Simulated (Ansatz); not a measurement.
One change: `O=C=NB(F)Cl` becomes `O=C=NB(F)F`.

Ansatz, PBE0-D4/def2-TZVP geometries, multiplicity 1. Each molecule was computed in one conformer, which needn't be the lowest.

```csv
property,`O=C=NB(F)Cl`
"ideal-gas entropy at 298 K and 1 bar (rigid rotor, harmonic PBE0-D4/def2-TZVP) / J/(mol·K)",332
LUMO energy (ωB97M-V/def2-TZVPP) / eV,0.88
HOMO–LUMO gap (PBE/def2-TZVPP) / eV,5.62
LUMO energy (B3LYP/def2-TZVPP) / eV,-1.53
LUMO energy (PBE/def2-TZVPP) / eV,-2.26
HOMO energy (ωB97M-V/def2-TZVPP) / eV,-11.59
```

Task: What does the change do to each property? (Estimate.)

Result: The calculation gave: 
```csv
property,`O=C=NB(F)F`,shift
"ideal-gas entropy at 298 K and 1 bar (rigid rotor, harmonic PBE0-D4/def2-TZVP) / J/(mol·K)",321,-11
LUMO energy (ωB97M-V/def2-TZVPP) / eV,1.43,0.55
HOMO–LUMO gap (PBE/def2-TZVPP) / eV,6.43,0.81
LUMO energy (B3LYP/def2-TZVPP) / eV,-1.05,0.48
LUMO energy (PBE/def2-TZVPP) / eV,-1.79,0.47
HOMO energy (ωB97M-V/def2-TZVPP) / eV,-12.02,-0.43
```

With PBE0 the HOMO falls by 0.40 eV and the LUMO rises by 0.52 eV, so the gap widens by about 0.92 eV. PBE moves the HOMO by -0.34 eV and ωB97M-V by -0.43 eV.

B3LYP here is the variant with VWN-RPA as its local correlation; programs differ in this.
